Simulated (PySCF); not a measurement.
C₅H₆Se, SMILES C#C[C@H]1C[C@H]1[SeH].

Geometry: PBE0-D3(BJ)/def2-SVP. The structure was generated by enumeration; whether it is a known compound was not checked. Other conformers were not sampled.

Vertical ionisation energy (IE) and electron affinity (EA) in eV. Rows of orbital energies are one-electron estimates. Where ΔSCF, EOM or ADC give a negative EA the extra electron is unbound and the value depends on the basis.

```json
[
 {"level": "−ε(HOMO), −ε(LUMO), PBE0/def2-TZVP (PySCF)", "IE": "6.54", "EA": "-0.09"},
 {"level": "−ε(HOMO), −ε(LUMO), PBE/def2-TZVP (PySCF)", "IE": "5.39", "EA": "0.84"}
]
```
